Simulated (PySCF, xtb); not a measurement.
B(Br)(OH)2 (BBrH2O2), SMILES BrB(O)O.

The structure is a stationary point at PBE0-D3(BJ)/def2-SVP. Other conformers were not sampled.

These are PySCF 2.14.0 with C-PCM-PBE0/def2-SVP values and carry that method's errors.

The values are the electrostatic part of the solvation free energy, E(continuum) − E(gas) at the gas-phase geometry, in a cavity of scaled van der Waals radii (PySCF's table); cavitation and dispersion terms are not included. In vacuum the orbital gap is 9.41 eV. The dipole moment in vacuum is 2.21 D.

| solvent | ε | ΔG(elec) (kcal/mol) | dipole (D) | gap (eV) |
|---|---|---|---|---|
| water | 78.36 | -6.9 | 2.75 | 9.62 |
| dichloromethane | 8.93 | -6.1 | 2.69 | 9.59 |
| tetrahydrofuran | 7.43 | -6.0 | 2.67 | 9.59 |

For comparison, GFN2-xTB/ALPB(water) (xtb, at the GFN2-xTB geometry, all terms of that model) gives -9.1 kcal/mol.
